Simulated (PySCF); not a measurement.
CH3O2, charge +1, singlet, at a GFN2-xTB geometry. Base run: DF-PBE/def2-SVPD in PySCF.

Here is a job for PySCF.
```python
from pyscf import gto, scf, dft

mol = gto.M(
    atom='''
O    -1.05434669   -0.40745506   -0.12561844
C    -0.10444344    0.40406092   -0.04683357
O     1.11194808    0.18461227    0.15144752
H    -0.91558100   -1.37692343   -0.02991756
H    -0.37817902    1.46306326   -0.16957957
H     1.45960960   -0.72776304    0.27386588
''',
    basis='def2-svpd',
    charge=1,
    verbose=4,
    max_memory=1800,
)

mf = dft.RKS(mol)
mf.xc = 'pbe'
mf = mf.density_fit(auxbasis='def2-universal-jkfit')
mf.kernel()
```

The job was repeated with other settings on one machine. Differences are taken from the largest basis of the diffuse def2 family in the series, which isn't the basis-set limit (def2-QZVPPD: -16.415 eV). The cheapest run took roughly 6 core-seconds.

| setting | basis functions | cost, times the cheapest (rough) | difference in HOMO energy (eV) |
|---|---|---|---|
| def2-SVPD | 90 | 1 | -0.090 |
| def2-TZVPPD | 168 | 3 | 0.003 |
| def2-TZVPD | 144 | 3 | 0.001 |
| def2-QZVPPD | 294 | 7 | reference |

Times come from a shared machine, hold the start-up and are rough.
